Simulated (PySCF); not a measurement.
# Polarisability and C₆ of Ni (nickel, neutral)

[Ar] 3d10, closed-shell 1S (an excited configuration). All numbers are calculated (PySCF 2.14, scalar relativity by spin-free X2C-1e, in x2c-TZVPPall with one added diffuse shell each of s, p, d, f type (7s6p5d3f1g, 80 functions)). Coupled (time-dependent) response in atomic units; α is the mean over directions.

```
 method  mean α (bohr³)  C₆ (like pair)  S(−4)
    UHF           18.75           68.76  738.2
    PBE           46.50           168.1   8233
   PBE0           33.96           123.5   3613
wB97X-V           32.15           116.4   3195
   TPSS           48.24           177.9   8677
```

S(−4) is the Cauchy moment in α(ω) = α(0) + S(−4) ω² + …

α(iu) at UHF:

```tsv
u (hartree)	α(iu) (bohr³)
0	18.75
0.0500	17.13
0.100	13.98
0.200	9.388
0.300	7.199
0.500	5.247
0.750	4.001
1.00	3.164
1.50	2.097
2.00	1.491
3.00	0.8812
5.00	0.4264
```

A single London oscillator, α(iu) = α/(1 + u²/ω²), gives C₆ = (3/4) ω α². Matching the computed C₆ needs ω = 4 × 68.76 / (3 × 18.75²) = 0.261 hartree.
